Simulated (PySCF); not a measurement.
Energy of Rh (rhodium, neutral) between two integer charges

The 5s alpha orbital of [Kr] 4d8 5s1 is emptied in steps (occupation f), with all orbitals relaxed, ending at [Kr] 4d8. All numbers are calculated (PySCF 2.14, a scalar-relativistic core potential, in aug-cc-pVTZ-PP with ECP28MDF (6s6p5d3f2g, 88 functions)). The exact energy is a straight line in f; departures are measured from the line between the end points of the same method.

```json
{"f": "1", "UHF (eV)": "0.000"}
{"f": "0.75", "UHF (eV)": "0.029"}
{"f": "0.5", "UHF (eV)": "0.037"}
{"f": "0.25", "UHF (eV)": "0.027"}
{"f": "0", "UHF (eV)": "0.000"}
```

```tsv
method	E(f=0) − E(f=1) (eV)	−ε at f=1 (eV)	−ε at f=0.5 (eV)
UHF	6.313	6.473	6.308
```

Orbital energy along the path (eV):

```json
{"f": "1", "UHF": "-6.473"}
{"f": "0.75", "UHF": "-6.386"}
{"f": "0.5", "UHF": "-6.308"}
{"f": "0.25", "UHF": "-6.237"}
{"f": "0", "UHF": "-6.173"}
```

Reference removal energy between the ground levels: 7.459 eV (measured; NIST Atomic Spectra Database, ionization energies). The calculation has no spin-orbit coupling. UHF lacks correlation.
